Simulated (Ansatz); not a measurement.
Ansatz (an electronic-structure program) input (B3LYP/6-31G*):

Ansatz 0.2 input:
```yaml
crystal:
  periodic: [false, false, false]
  atoms:
    - {symbol: C, position_ang: [1.43617457, -0.98829362, -0.41461942]}
    - {symbol: B, position_ang: [0.01947477, -0.35665560, -0.18516155]}
    - {symbol: C, position_ang: [-1.32615508, -1.02657311, -0.63142006]}
    - {symbol: Cl, position_ang: [-0.06726034, 1.23178740, 0.63949552]}
    - {symbol: H, position_ang: [1.40087526, -2.08158559, -0.48936810]}
    - {symbol: H, position_ang: [2.17894835, -0.69742633, 0.33457116]}
    - {symbol: H, position_ang: [1.81041255, -0.62403948, -1.38540073]}
    - {symbol: H, position_ang: [-1.68664697, -1.64256942, 0.20866663]}
    - {symbol: H, position_ang: [-2.12379057, -0.31271813, -0.85899840]}
    - {symbol: H, position_ang: [-1.19386365, -1.70956839, -1.47884979]}
basis:
  gaussian:
    orbitals: 6-31G*
hamiltonian:
  xc: {name: B3LYP}
phonons: {temperatures: {t_min: 298.15, t_max: 298.15, t_step: 100}}
```

Output:

```
Functional definition: B3LYP
integrals: 0.03 GiB planned
890 factors; integrals over basis functions are off by at most 4.0e-4 eV
mean field: 0.26 GiB planned
mean field evaluation 1: about -15365.9874 eV, gradient 5.4e1 eV
mean field evaluation 2: about -15364.2719 eV, gradient 5.7e1 eV
mean field evaluation 4: about -15372.6597 eV, gradient 1.9e0 eV
mean field evaluation 8: about -15372.6768 eV, gradient 4.2e-2 eV
mean field -15372.67677589 eV, -564.9354515395 hartree, gradient 3.6e-5 eV, S^2 0.000000; 0 other end points of the search recorded, 0 dependent functions left out
the calculation of the forces begins
reference -15372.67697174 eV, -564.9354587367 hartree; 20, 20 occupied and 56, 56 virtual orbitals, 890 factors
these checks for a lower state are left out or cut short: stability, starts, cluster_reference, orbital_swaps, neighbouring_geometries, increment
integrals: 0.03 GiB planned
890 factors; integrals over basis functions are off by at most 4.0e-4 eV
mean field: 0.26 GiB planned
mean field evaluation 16: about -15372.6687 eV, gradient 1.3e-1 eV
mean field -15372.67662378 eV, -564.9354459495 hartree, gradient 1.1e-6 eV, S^2 0.000000; 0 other end points of the search recorded, 0 dependent functions left out
the calculation of the forces begins
reference -15372.67681963 eV, -564.9354531468 hartree; 20, 20 occupied and 56, 56 virtual orbitals, 890 factors
these checks for a lower state are left out or cut short: stability, starts, cluster_reference, orbital_swaps, neighbouring_geometries, increment
integrals: 0.03 GiB planned
890 factors; integrals over basis functions are off by at most 4.0e-4 eV
mean field: 0.26 GiB planned
mean field -15372.67663313 eV, -564.9354462929 hartree, gradient 9.1e-7 eV, S^2 0.000000; 0 other end points of the search recorded, 0 dependent functions left out
the calculation of the forces begins
reference -15372.67682897 eV, -564.9354534900 hartree; 20, 20 occupied and 56, 56 virtual orbitals, 890 factors
these checks for a lower state are left out or cut short: stability, starts, cluster_reference, orbital_swaps, neighbouring_geometries, increment
integrals: 0.03 GiB planned
890 factors; integrals over basis functions are off by at most 4.0e-4 eV
mean field: 0.26 GiB planned
mean field evaluation 32: about -15372.6766 eV, gradient 1.1e-6 eV
mean field -15372.67661196 eV, -564.9354455150 hartree, gradient 1.1e-6 eV, S^2 0.000000; 0 other end points of the search recorded, 0 dependent functions left out
the calculation of the forces begins
reference -15372.67680781 eV, -564.9354527123 hartree; 20, 20 occupied and 56, 56 virtual orbitals, 890 factors
these checks for a lower state are left out or cut short: stability, starts, cluster_reference, orbital_swaps, neighbouring_geometries, increment
integrals: 0.03 GiB planned
890 factors; integrals over basis functions are off by at most 4.0e-4 eV
mean field: 0.26 GiB planned
mean field -15372.67661877 eV, -564.9354457655 hartree, gradient 1.2e-6 eV, S^2 0.000000; 0 other end points of the search recorded, 0 dependent functions left out
the calculation of the forces begins
reference -15372.67681462 eV, -564.9354529626 hartree; 20, 20 occupied and 56, 56 virtual orbitals, 890 factors
these checks for a lower state are left out or cut short: stability, starts, cluster_reference, orbital_swaps, neighbouring_geometries, increment
integrals: 0.03 GiB planned
890 factors; integrals over basis functions are off by at most 4.0e-4 eV
mean field: 0.26 GiB planned
mean field -15372.67662634 eV, -564.9354460437 hartree, gradient 1.8e-6 eV, S^2 0.000000; 0 other end points of the search recorded, 0 dependent functions left out
the calculation of the forces begins
reference -15372.67682220 eV, -564.9354532414 hartree; 20, 20 occupied and 56, 56 virtual orbitals, 890 factors
these checks for a lower state are left out or cut short: stability, starts, cluster_reference, orbital_swaps, neighbouring_geometries, increment
integrals: 0.03 GiB planned
890 factors; integrals over basis functions are off by at most 4.0e-4 eV
mean field: 0.26 GiB planned
mean field -15372.67662791 eV, -564.9354461014 hartree, gradient 2.0e-6 eV, S^2 0.000000; 0 other end points of the search recorded, 0 dependent functions left out
the calculation of the forces begins
reference -15372.67682375 eV, -564.9354532981 hartree; 20, 20 occupied and 56, 56 virtual orbitals, 890 factors
these checks for a lower state are left out or cut short: stability, starts, cluster_reference, orbital_swaps, neighbouring_geometries, increment
integrals: 0.03 GiB planned
890 factors; integrals over basis functions are off by at most 4.0e-4 eV
mean field: 0.26 GiB planned
mean field -15372.67672992 eV, -564.9354498499 hartree, gradient 2.8e-6 eV, S^2 0.000000; 0 other end points of the search recorded, 0 dependent functions left out
[...]
reference -15372.67695792 eV, -564.9354582288 hartree; 20, 20 occupied and 56, 56 virtual orbitals, 890 factors
these checks for a lower state are left out or cut short: stability, starts, cluster_reference, orbital_swaps, neighbouring_geometries, increment
integrals: 0.03 GiB planned
890 factors; integrals over basis functions are off by at most 4.0e-4 eV
mean field: 0.26 GiB planned
mean field -15372.67671827 eV, -564.9354494219 hartree, gradient 1.3e-6 eV, S^2 0.000000; 0 other end points of the search recorded, 0 dependent functions left out
the calculation of the forces begins
reference -15372.67691413 eV, -564.9354566197 hartree; 20, 20 occupied and 56, 56 virtual orbitals, 890 factors
these checks for a lower state are left out or cut short: stability, starts, cluster_reference, orbital_swaps, neighbouring_geometries, increment
integrals: 0.03 GiB planned
890 factors; integrals over basis functions are off by at most 4.0e-4 eV
mean field: 0.26 GiB planned
mean field -15372.67672422 eV, -564.9354496404 hartree, gradient 1.4e-6 eV, S^2 0.000000; 0 other end points of the search recorded, 0 dependent functions left out
the calculation of the forces begins
reference -15372.67692004 eV, -564.9354568370 hartree; 20, 20 occupied and 56, 56 virtual orbitals, 890 factors
these checks for a lower state are left out or cut short: stability, starts, cluster_reference, orbital_swaps, neighbouring_geometries, increment
integrals: 0.03 GiB planned
890 factors; integrals over basis functions are off by at most 4.0e-4 eV
mean field: 0.26 GiB planned
mean field -15372.67675577 eV, -564.9354508002 hartree, gradient 8.2e-7 eV, S^2 0.000000; 0 other end points of the search recorded, 0 dependent functions left out
the calculation of the forces begins
reference -15372.67695162 eV, -564.9354579973 hartree; 20, 20 occupied and 56, 56 virtual orbitals, 890 factors
these checks for a lower state are left out or cut short: stability, starts, cluster_reference, orbital_swaps, neighbouring_geometries, increment
integrals: 0.03 GiB planned
890 factors; integrals over basis functions are off by at most 4.0e-4 eV
mean field: 0.26 GiB planned
mean field -15372.67675432 eV, -564.9354507466 hartree, gradient 9.7e-7 eV, S^2 0.000000; 0 other end points of the search recorded, 0 dependent functions left out
the calculation of the forces begins
reference -15372.67695016 eV, -564.9354579439 hartree; 20, 20 occupied and 56, 56 virtual orbitals, 890 factors
these checks for a lower state are left out or cut short: stability, starts, cluster_reference, orbital_swaps, neighbouring_geometries, increment
integrals: 0.03 GiB planned
890 factors; integrals over basis functions are off by at most 4.0e-4 eV
mean field: 0.26 GiB planned
mean field evaluation 160: about -15372.6688 eV, gradient 8.8e-2 eV
mean field -15372.67671974 eV, -564.9354494757 hartree, gradient 1.2e-6 eV, S^2 0.000000; 0 other end points of the search recorded, 0 dependent functions left out
the calculation of the forces begins
reference -15372.67691559 eV, -564.9354566734 hartree; 20, 20 occupied and 56, 56 virtual orbitals, 890 factors
these checks for a lower state are left out or cut short: stability, starts, cluster_reference, orbital_swaps, neighbouring_geometries, increment
integrals: 0.03 GiB planned
890 factors; integrals over basis functions are off by at most 4.0e-4 eV
mean field: 0.26 GiB planned
mean field -15372.67671896 eV, -564.9354494473 hartree, gradient 1.4e-6 eV, S^2 0.000000; 0 other end points of the search recorded, 0 dependent functions left out
the calculation of the forces begins
reference -15372.67691480 eV, -564.9354566441 hartree; 20, 20 occupied and 56, 56 virtual orbitals, 890 factors
these checks for a lower state are left out or cut short: stability, starts, cluster_reference, orbital_swaps, neighbouring_geometries, increment
integrals: 0.03 GiB planned
890 factors; integrals over basis functions are off by at most 4.0e-4 eV
mean field: 0.26 GiB planned
mean field -15372.67675274 eV, -564.9354506886 hartree, gradient 6.6e-7 eV, S^2 0.000000; 0 other end points of the search recorded, 0 dependent functions left out
the calculation of the forces begins
reference -15372.67694859 eV, -564.9354578861 hartree; 20, 20 occupied and 56, 56 virtual orbitals, 890 factors
these checks for a lower state are left out or cut short: stability, starts, cluster_reference, orbital_swaps, neighbouring_geometries, increment
integrals: 0.03 GiB planned
890 factors; integrals over basis functions are off by at most 4.0e-4 eV
mean field: 0.26 GiB planned
mean field -15372.67675467 eV, -564.9354507595 hartree, gradient 9.5e-7 eV, S^2 0.000000; 0 other end points of the search recorded, 0 dependent functions left out
the calculation of the forces begins
reference -15372.67695050 eV, -564.9354579563 hartree; 20, 20 occupied and 56, 56 virtual orbitals, 890 factors
these checks for a lower state are left out or cut short: stability, starts, cluster_reference, orbital_swaps, neighbouring_geometries, increment
integrals: 0.03 GiB planned
890 factors; integrals over basis functions are off by at most 4.0e-4 eV
mean field: 0.26 GiB planned
mean field -15372.67675472 eV, -564.9354507614 hartree, gradient 6.8e-7 eV, S^2 0.000000; 0 other end points of the search recorded, 0 dependent functions left out
the calculation of the forces begins
reference -15372.67695057 eV, -564.9354579589 hartree; 20, 20 occupied and 56, 56 virtual orbitals, 890 factors
these checks for a lower state are left out or cut short: stability, starts, cluster_reference, orbital_swaps, neighbouring_geometries, increment
integrals: 0.03 GiB planned
890 factors; integrals over basis functions are off by at most 4.0e-4 eV
mean field: 0.26 GiB planned
mean field evaluation 192: about -15372.6768 eV, gradient 8.6e-6 eV
mean field -15372.67675334 eV, -564.9354507106 hartree, gradient 9.2e-7 eV, S^2 0.000000; 0 other end points of the search recorded, 0 dependent functions left out
the calculation of the forces begins
reference -15372.67694917 eV, -564.9354579074 hartree; 20, 20 occupied and 56, 56 virtual orbitals, 890 factors
these checks for a lower state are left out or cut short: stability, starts, cluster_reference, orbital_swaps, neighbouring_geometries, increment
integrals: 0.03 GiB planned
890 factors; integrals over basis functions are off by at most 4.0e-4 eV
mean field: 0.26 GiB planned
mean field -15372.67669473 eV, -564.9354485567 hartree, gradient 2.0e-6 eV, S^2 0.000000; 0 other end points of the search recorded, 0 dependent functions left out
the calculation of the forces begins
reference -15372.67689055 eV, -564.9354557530 hartree; 20, 20 occupied and 56, 56 virtual orbitals, 890 factors
these checks for a lower state are left out or cut short: stability, starts, cluster_reference, orbital_swaps, neighbouring_geometries, increment
integrals: 0.03 GiB planned
890 factors; integrals over basis functions are off by at most 4.0e-4 eV
mean field: 0.26 GiB planned
mean field -15372.67669756 eV, -564.9354486607 hartree, gradient 1.6e-6 eV, S^2 0.000000; 0 other end points of the search recorded, 0 dependent functions left out
the calculation of the forces begins
reference -15372.67689343 eV, -564.9354558588 hartree; 20, 20 occupied and 56, 56 virtual orbitals, 890 factors
Total energy: -15372.67697174 eV, -564.9354587367 hartree
Atom 0 at     1.436175    -0.988294    -0.414619 Å, force    -0.001935    -0.001617    -0.000405 eV/Å
Atom 1 at     0.019475    -0.356656    -0.185162 Å, force    -0.000157     0.002878     0.001494 eV/Å
Atom 2 at    -1.326155    -1.026573    -0.631420 Å, force     0.002082    -0.001089    -0.000999 eV/Å
Atom 3 at    -0.067260     1.231787     0.639496 Å, force     0.000015    -0.000272    -0.000141 eV/Å
Atom 4 at     1.400875    -2.081586    -0.489368 Å, force     0.000309    -0.000353    -0.000138 eV/Å
Atom 5 at     2.178948    -0.697426     0.334571 Å, force    -0.001228     0.000304     0.000113 eV/Å
Atom 6 at     1.810413    -0.624039    -1.385401 Å, force    -0.000374     0.000287    -0.000445 eV/Å
Atom 7 at    -1.686647    -1.642569     0.208667 Å, force     0.000367    -0.000167     0.000508 eV/Å
Atom 8 at    -2.123791    -0.312718    -0.858998 Å, force     0.001191     0.000371     0.000237 eV/Å
Atom 9 at    -1.193864    -1.709568    -1.478850 Å, force    -0.000271    -0.000341    -0.000222 eV/Å
Dipole moment:     0.018456    -0.338005    -0.175479 e Å
Vibrations: 42.94 96.05 297.25 304.77 366.15 575.23 709.22 838.82 854.85 938.31 1105.04 1169.71 1370.10 1380.85 1482.53 1483.77 1500.24 1502.77 3018.85 3020.56 3087.04 3087.34 3132.86 3134.07 cm⁻¹, zero-point energy 2.138686 eV
```

The blocks after the first are displaced geometries, from whose forces the wavenumbers follow.
